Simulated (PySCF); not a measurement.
## SiBPH4O7

The system: SiBPH4O7, a silylene (divalent Si1, bonded to 2 O); neutral, singlet. The structure, one conformer, was relaxed in the gas phase by PBE0-D3(BJ)/def2-SVP. No frequency run checks that it is a minimum.

SMILES: O=P(O)(O)O[Si]OB(O)O

```tsv
atom	x (Å)	y (Å)	z (Å)
Si1	0.297	-2.295	-0.221
O2	1.417	-1.080	-0.286
B3	1.863	0.231	-0.134
O4	1.187	1.290	-0.639
O5	2.986	0.468	0.588
O6	-1.154	-1.441	0.125
P7	-1.635	0.050	-0.240
O8	-1.184	0.510	-1.577
O9	-1.126	0.965	0.971
O10	-3.212	-0.017	-0.065
H11	0.436	1.050	-1.231
H12	3.381	-0.347	0.910
H13	-0.312	1.434	0.698
H14	-3.493	-0.571	0.675
```

Shieldings: GIAO PBE0/pcSseg-1. Shifts are against computed references at the same level: H TMS (σ 31.27 ppm), Si TMS (σ 352.0 ppm). Core levels by delta-SCF with SCAN, pcX-2 on the ionised atom and pcseg-1 elsewhere, spin-free X2C (2p3/2 is the spin-free 2p value less a third of a first-order spin-orbit splitting); from the vacuum level, for chosen atoms.

Problem. Give the shieldings and core levels atom by atom.

Solution. 
| atoms | bonded to | σ (ppm) | δ (ppm) | core level (eV) |
| --- | --- | --- | --- | --- |
| Si1 | 2 O | 333.6 | 18.3 | 2p3/2 108.92 |
| O2 | 1 B + 1 Si | 101.0 | - | 1s 538.82 |
| B3 | 3 O | 85.1 | - | 1s 198.78 |
| O4 | 1 B + 1 H | 215.3 | - | 1s 538.86 |
| O5 | 1 B + 1 H | 232.8 | - | - |
| O6 | 1 P + 1 Si | 80.9 | - | 1s 539.04 |
| P7 | 4 O | 317.5 | - | - |
| O8 | 1 P | 172.5 | - | - |
| O9 | 1 P + 1 H | 201.0 | - | - |
| O10 | 1 P + 1 H | 235.0 | - | - |
| H11 | 1 O | 22.77 | 8.49 | - |
| H12 | 1 O | 28.14 | 3.13 | - |
| H13 | 1 O | 25.58 | 5.68 | - |
| H14 | 1 O | 27.90 | 3.36 | - |

Values are those of this one static structure; atoms that internal rotation interchanges would show their mean in an NMR spectrum.

Problem. By CAM-B3LYP/def2-SVPD (TDDFT singlets, Tamm-Dancoff triplets, ionisation by delta-SCF), where does absorption start, and what does vertical ionisation take?

Solution. The lowest singlet lies at 5.29 eV (f 0.113), the strongest of the first 6 at 7.52 eV (f 0.129), the lowest triplet at 3.06 eV; vertical ionisation takes 10.53 eV.
